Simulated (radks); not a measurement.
The numbers below are computed, except where a source is named.
Species: Ni II. Configuration: [Ar] 3d9. Code: a radial shooting solver on a logarithmic mesh with Libxc functionals. Model: scalar-relativistic Kohn-Sham, Slater X-alpha with alpha = 0.993, spin-unpolarised, spherical densities, point nucleus.

Unscreened Slater integrals over Kohn-Sham orbitals (eV).

integral    value
F0(3d,3d)  25.986
F2(3d,3d)  11.722
F4(3d,3d)  7.2373
F0(3d,3p)  28.560
F2(3d,3p)  13.255
G1(3d,3p)  16.404
G3(3d,3p)  9.8839
F0(3d,3s)  29.129
G2(3d,3s)  12.367
F0(3d,2p)  37.118
F2(3d,2p)  6.9535
G1(3d,2p)  5.1636
G3(3d,2p)  2.9335
F0(3p,3p)  31.877
F2(3p,3p)  15.889
F0(3p,3s)  32.564
G1(3p,3s)  21.530
F0(3p,2p)  43.451
F2(3p,2p)  8.6080
G0(3p,2p)  3.3130
G2(3p,2p)  3.4874
F0(3s,3s)  33.315
F0(3s,2p)  44.439
G1(3s,2p)  3.6101
F0(2p,2p)  116.65
F2(2p,2p)  55.025

Derived for the open shells (J is the average intra-shell exchange parameter used in DFT+U). 3d: Racah B = F2/49 - 5 F4/441 = 0.1572 eV, C = 35 F4/441 = 0.5744 eV, C/B = 3.65, F4/F2 = 0.617, J = (F2 + F4)/14 = 1.354 eV.
